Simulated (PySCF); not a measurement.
# Dipole response of Br (bromine, neutral)

[Ar] 3d10 4s2 4p5, 2P determinant. All numbers are calculated (PySCF 2.14, a scalar-relativistic core potential, in aug-cc-pwCVDZ-PP with ECP10MDF (6s5p4d1f, 48 functions)). Coupled (time-dependent) response in atomic units; α is the mean over directions. A double-zeta set is small for polarisabilities.

```tsv
method	mean α (bohr³)	α xx, yy, zz	C₆ (like pair)	S(−4)
UHF	18.97	17.12, 19.90, 19.90	152.8	73.19
PBE	20.68	18.26, 21.89, 21.89	169.5	97.50
PBE0	20.00	17.82, 21.08, 21.08	162.8	86.65
M06-L	20.48	18.39, 21.52, 21.52	171.2	89.24
B3LYP	20.13	17.85, 21.27, 21.27	163.4	90.92
```

S(−4) is the Cauchy moment in α(ω) = α(0) + S(−4) ω² + …

Reference α: 21 ± 1 bohr³ (recommended; Schwerdtfeger and Nagle, table of static dipole polarizabilities (2023 update)). Published C₆: 162.0 (Chu and Dalgarno (2004); Tang, Norbeck and Certain (1976)).

Spin-orbit coupling is absent.

α(iu) at B3LYP:

```json
{"u (hartree)": "0", "α(iu) (bohr³)": "20.13"}
{"u (hartree)": "0.0500", "α(iu) (bohr³)": "19.91"}
{"u (hartree)": "0.100", "α(iu) (bohr³)": "19.28"}
{"u (hartree)": "0.200", "α(iu) (bohr³)": "17.26"}
{"u (hartree)": "0.300", "α(iu) (bohr³)": "14.89"}
{"u (hartree)": "0.500", "α(iu) (bohr³)": "10.67"}
{"u (hartree)": "0.750", "α(iu) (bohr³)": "7.067"}
{"u (hartree)": "1.00", "α(iu) (bohr³)": "4.884"}
{"u (hartree)": "1.50", "α(iu) (bohr³)": "2.676"}
{"u (hartree)": "2.00", "α(iu) (bohr³)": "1.691"}
{"u (hartree)": "3.00", "α(iu) (bohr³)": "0.8800"}
{"u (hartree)": "5.00", "α(iu) (bohr³)": "0.4032"}
```

The components differ because the open shell of this determinant is not spherical; for a pure term their mean is the scalar polarisability.

Energies and moments cover only the electrons outside the core potential.
